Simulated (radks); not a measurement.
The numbers below are computed, except where a source is named.
Ionisation of F, [He] 2s2 2p5, to F+, [He] 2s2 2p4, under several functionals. Non-relativistic Kohn-Sham, spin-polarised, spherical densities, point nucleus; open shells are filled with parallel spins first; a radial shooting solver on a logarithmic mesh with Libxc functionals.

functional	E(F) (hartree)	Exc (hartree)	IE (eV)	-e(HOMO) (eV)	<r> HOMO (bohr)	IE error (eV)
AM05	-99.19371	-9.72554	17.721	10.142	1.128	+0.298
revPBE	-99.72988	-10.28884	17.755	10.154	1.127	+0.332
PBEsol	-99.37004	-9.91070	17.754	10.167	1.127	+0.331
LDA (Slater exchange, Perdew-Zunger correlation)	-99.10858	-9.63371	18.113	10.478	1.126	+0.690
Wu-Cohen GGA	-99.52354	-10.07534	17.815	10.207	1.124	+0.392
XLYP	-99.81759	-10.37670	17.920	10.295	1.131	+0.497
MS2 meta-GGA	-99.74864	-10.32136	17.672	10.191	1.127	+0.249
LDA (Slater exchange, VWN5 correlation)	-99.11419	-9.64022	18.062	10.448	1.126	+0.639
exchange-only r2SCAN	-99.40565	-9.96690	16.573	9.332	1.138	-0.850
SOGGA	-99.31000	-9.84892	17.614	10.040	1.128	+0.191
TASK exchange with Perdew-Wang LDA correlation	-99.74710	-10.32931	17.838	10.572	1.119	+0.415
PBE	-99.66566	-10.22061	17.846	10.235	1.127	+0.423

NIST Atomic Spectra Database: 17.423 eV (measured). Closest: SOGGA. The Delta-SCF values span 1.54 eV, the total energies 0.71 hartree. The highest occupied level is 2p. Open shells are spherical and high-spin; term and fine-structure splittings are not resolved.
